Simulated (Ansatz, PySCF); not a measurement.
Here is a job for PySCF.
```python
from pyscf import gto, scf, mp

mol = gto.Mole()
mol.atom = '''
    N    -1.079731    0.243807    0.157699
    C     0.406750    0.243899   -0.264919
    O     1.094770   -0.627805    0.073073
    H    -1.302253    1.084187    0.712797
    H    -1.695311    0.237833   -0.669897
    H    -1.269485   -0.598636    0.727304
    H     0.626506    1.129011   -0.869170
'''
mol.basis = 'def2-svpd'
mol.charge = 1
mol.spin = 0
mol.verbose = 4
mol.build()

mf = scf.RHF(mol)
mf.kernel()

pt = mp.MP2(mf, frozen=3)
pt.kernel()
print('E(MP2) = %.10f' % pt.e_tot)
```

Task: Write the same job for Ansatz (an electronic-structure program).

Result: This is not unique; one that fits is 
Ansatz 0.2 input:
```yaml
crystal:
  periodic: [false, false, false]
  atoms:
    - {symbol: N, position_ang: [-1.07973113, 0.24380716, 0.15769898]}
    - {symbol: C, position_ang: [0.40675026, 0.24389944, -0.26491881]}
    - {symbol: O, position_ang: [1.09476993, -0.62780535, 0.07307325]}
    - {symbol: H, position_ang: [-1.30225326, 1.08418749, 0.71279708]}
    - {symbol: H, position_ang: [-1.69531096, 0.23783329, -0.66989687]}
    - {symbol: H, position_ang: [-1.26948531, -0.59863573, 0.72730400]}
    - {symbol: H, position_ang: [0.62650641, 1.12901100, -0.86917020]}
basis:
  gaussian:
    orbitals: def2-SVPD
total_charge: 1
magnetization: {spin_polarized: false}
correlation: {method: mp2, electrons: outside_noble_gas}
accuracy: high
```

Both were run: PySCF gave -169.623520 Eh and Ansatz -169.623520 Eh, 0.000 mEh apart.
